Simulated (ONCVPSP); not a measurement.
**Configuration tests for selenium (Se) (ONCV)**

| Quantity | Value |
| --- | --- |
| Element | selenium |
| Generator | ONCVPSP 4.0.1 |
| Type | optimised norm-conserving Vanderbilt (ONCV) |
| Functional | LDA (Perdew-Wang 92) |
| Relativity | fully relativistic |
| Frozen core | [Ar] 3d10 |
| Valence charge | 6 |
| Reference configuration | 4s1 4p5 |
| Partial waves | 4s: rc 1.60 bohr, ncon 4, nbas 9, qcut 5 1/bohr, 2 projectors, debl 3.8 Ha; 4p: rc 1.65 bohr, ncon 3, nbas 7, qcut 4.9 1/bohr, 2 projectors, debl 0.9 Ha |
| Local potential | polynomial inside 1.25 bohr (lpopt 5, dvloc0 0 Ha) |
| Core correction | polynomial model core, fcfact 0.3 |

Open shells are filled in proportion to 2j + 1.

Energies are relative to the spin-unpolarised reference configuration 4s1 4p5; without spin polarisation the order of configurations can differ from experiment.

| valence configuration | charge | ΔE all-electron (eV) | error AE − PS (meV) |
| --- | --- | --- | --- |
| 4s2 4p3 | +1 | 0.074 | +0.4 |
| 4s2 4p2 | +2 | 20.634 | -2.0 |
| 4s0 4p6 | 0 | 11.151 | -4.2 |

(1) What are ΔE and the potential's error for 4s2 4p4?

Note: no bound ghost flagged; GHOST(+) flagged for s at 121.2 eV.

Results:

(1) ΔE = -10.934 eV all-electron; the error (AE − PS) is -2.7 meV.
